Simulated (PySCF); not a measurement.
Broadened absorption spectrum of [C6H9O2]+

Species: C6H9O2 (charge +1).
SMILES: `C=C[C@H]1CO[C+](C)O1`

The calculation used PySCF, TDDFT B3LYP/def2-SVPD, vertical, gas phase, core orbitals frozen in the response. The structure is a single GFN2-xTB conformer in the gas phase; no vibrational or solvent corrections. Torsions of this conformer, `[CH2:1]=[CH:2][C@H:3]1[CH2:4][O:5][C+:6]([CH3:7])[O:8]1`: C1–C2–C3–C4 128°.

Computed states:

```tsv
state	E (eV)	f
S1	4.61	0.024
S2	6.32	0.044
S3	6.98	0.203
S4	7.29	0.034
S5	7.65	0.012
S6	7.68	0.228
S7	7.75	0.0047
S8	7.95	0.0042
```

Each state is given a Gaussian of 0.5 eV full width at half maximum, with ε(max) = 2.175×10⁸ f / Δν̃ (Δν̃ the width in cm⁻¹). The width is an assumption, not a result. The curve ends short of the highest state used, and states not computed would add to its high-energy end.

(1) What does the envelope look like, and where are its maxima?

(2) On this curve, what absorbance would a 10⁻⁵ mol/L sample give at 280 nm over a 1 cm path?

(3) Coming from long wavelengths, where does ε first pass 100 L mol⁻¹ cm⁻¹?

Results:

(1) 
| E (eV) | ε (L mol⁻¹ cm⁻¹) |
| --- | --- |
| 3.86 | 2 |
| 4.01 | 24 |
| 4.16 | 136 |
| 4.32 | 508 |
| 4.47 | 1045 |
| 4.62 | 1304 |
| 4.77 | 987 |
| 4.92 | 454 |
| 5.07 | 127 |
| 5.23 | 19 |
| 5.38 | 2 |
| 5.53 | 3 |
| 5.68 | 26 |
| 5.83 | 167 |
| 5.98 | 663 |
| 6.14 | 1664 |
| 6.29 | 2400 |
| 6.44 | 2451 |
| 6.59 | 3118 |
| 6.74 | 6244 |
| 6.89 | 10439 |
| 7.04 | 11546 |
| 7.20 | 9008 |
| 7.35 | 8003 |

Maxima: 269 nm (4.61 eV), ε about 1300, made up of S1 (100%); 195 nm (6.36 eV), ε about 2500, made up of S2 (93%) (hardly more than a shoulder); 177 nm (7.00 eV), ε about 12000, made up of S3 (93%) (ε in L mol⁻¹ cm⁻¹; maxima over ε = 5, shares over 10%). At its high-energy end, 7.35 eV, the curve is still rising (ε about 8000, from S3, S4 and S6).

(2) 280 nm is 4.428 eV, where ε is about 900 L mol⁻¹ cm⁻¹, so A = ε c l ≈ 0.009 (Beer–Lambert, with the gas-phase spectrum and the assumed width).

(3) At about 300 nm (4.13 eV), 0.48 eV below S1.
